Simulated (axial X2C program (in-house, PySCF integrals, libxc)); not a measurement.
## Low determinants of CoGa at the PBE0 level, without spin–orbit coupling

Computed with an in-house all-electron X2C program for linear molecules (integrals from PySCF). Spin-free means the one-electron spin-free X2C Hamiltonian. Basis: Ga dyall-cv3z [9s9p7d4f1g], Co dyall-cv3z [9s10p6d3f2g] (cores contracted in-house); Gaussian nuclei, density fitting, unrestricted open shells. Masses: Ga 68.926 u, Co 58.933 u.

Search at 2.421 Å (vertical energies from the lowest determinant):

```json
{"ΔE (eV)": "0.00", "state": "M_S = 1, Λ = 2", "electrons beyond evenly filled partner blocks": "σα, δ+α, δ+β, δ-α", "electrons in σ, π, δ, φ": "27 24 7 0"}
{"ΔE (eV)": "0.53", "state": "M_S = 1, Λ = 0", "electrons beyond evenly filled partner blocks": "δ+α, δ-α", "electrons in σ, π, δ, φ": "28 24 6 0"}
{"ΔE (eV)": "1.08", "state": "M_S = 2, Λ = 3", "electrons beyond evenly filled partner blocks": "2 × σα, π+α, δ+α, δ+β, δ-α", "electrons in σ, π, δ, φ": "26 25 7 0"}
{"ΔE (eV)": "1.08", "state": "M_S = 2, Λ = 1", "electrons beyond evenly filled partner blocks": "2 × σα, π-α, δ+α, δ+β, δ-α", "electrons in σ, π, δ, φ": "26 25 7 0"}
{"ΔE (eV)": "1.35", "state": "M_S = 1, Λ = 3", "electrons beyond evenly filled partner blocks": "2 × σα, π+β, δ+α, δ+β, δ-α", "electrons in σ, π, δ, φ": "26 25 7 0"}
{"ΔE (eV)": "1.38", "state": "M_S = 1, Λ = 1", "electrons beyond evenly filled partner blocks": "2 × σα, π-β, δ+α, δ+β, δ-α", "electrons in σ, π, δ, φ": "26 25 7 0"}
{"ΔE (eV)": "1.41", "state": "M_S = 0, Λ = 3", "electrons beyond evenly filled partner blocks": "π+β, δ+α, δ+β, δ-α", "electrons in σ, π, δ, φ": "26 25 7 0"}
```

Lowest determinant, M_S = 1, Λ = 2 (beyond evenly filled blocks: σα, δ+α, δ+β, δ-α): Re = 2.416 Å, ωe = 218.1 cm⁻¹.

The determinant in row 2 of the search, M_S = 1, Λ = 0 (beyond evenly filled blocks: δ+α, δ-α), was followed along the bond at PBE0; measured from the minimum of the lowest determinant it gives:

Te = 0.516 eV (4165 cm⁻¹), Re = 2.348 Å, ωe = 239.3 cm⁻¹.

(1) Compare the bond of the determinant in row 2 with that of the lowest one.

The search compares states at one distance, so a state with another bond length can lie lower; it is not exhaustive and yields mostly the lowest determinant of each block pattern, so other components and higher states of one pattern are missing. These are energies of single determinants, not of spin-adapted states; PBE0 term energies can be off by some tenths of an eV, and the functional has no current term. Row 1 is spin-contaminated (⟨S²⟩ = 2.11 against 2.00), so its values are not those of a pure state. Row 2 is spin-contaminated (⟨S²⟩ = 2.11 against 2.00), so its values are not those of a pure state.

## Answers

(1) At PBE0 its Re is 0.068 Å shorter and its force constant, which goes as ωe², is 1.20 times that of the lowest determinant. This determinant mixes spin states, so it has no term energy of its own.
